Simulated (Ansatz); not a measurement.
Pulling on the Sn1–H2 bond in FHSn (SMILES [F][SnH]) (multiplicity 1 held, fragments rigid). Energies count from the point at 1.793 Å.
Geometry at that point (charge 0, multiplicity 1):
```xyz
3

Sn    -0.09096    -0.17371     0.21891
H     -1.03509    -1.08912    -1.00040
F      0.62035     1.08605    -1.10499
```

Restricted levels (R-, RO-) in cc, def2 and unpolarised 6-31G sets keep to the state of the molecule at rest. Unrestricted levels (U-) break spin symmetry where that is lower. Active spaces are followed from a long bond inwards. Curves can end on different states.

Frozen-core correlation. Filled d and f shells under p-block atoms count as core.

Codes used: Ansatz (Gaussian basis) for Hartree–Fock, density functionals and correlated methods.  In def2 rows elements past Kr take small-core potentials, without spin–orbit coupling.

Energies in kcal/mol.

```tsv
R (Å)	U-B3LYP/def2-TZVPP	R-MP2/def2-TZVPP	U-CCSD(T)/def2-TZVPP	FIC-MRCISD+Q on CASSCF(2,2)/def2-TZVPP
1.435	25.5	25.5	26.4	26.1
1.614	4.9	4.4	4.9	4.8
1.793	0.0	0.0	0.0	0.0
1.973	3.0	3.9	3.3	3.3
2.152	9.8	11.8	10.4	10.4
2.421	22.4	26.2	23.4	23.3
2.690	35.3	40.8	36.3	35.5
3.138	51.5	61.8	53.2	51.0
3.587	59.2	77.5	61.8	59.6
4.125	63.3	89.5	64.4	63.6
4.842	65.1	95.6	65.0	65.0
5.739	65.5	91.4	65.1	65.3
```

Doubts at one or more of the structures used: a spin-contaminated determinant (U-B3LYP/def2-TZVPP, U-CCSD(T)/def2-TZVPP); a restricted determinant that unrestricted orbitals would lower (R-MP2/def2-TZVPP); T1 above 0.05 (U-CCSD(T)/def2-TZVPP).

Ansatz is a quantum-chemistry and plane-wave program.
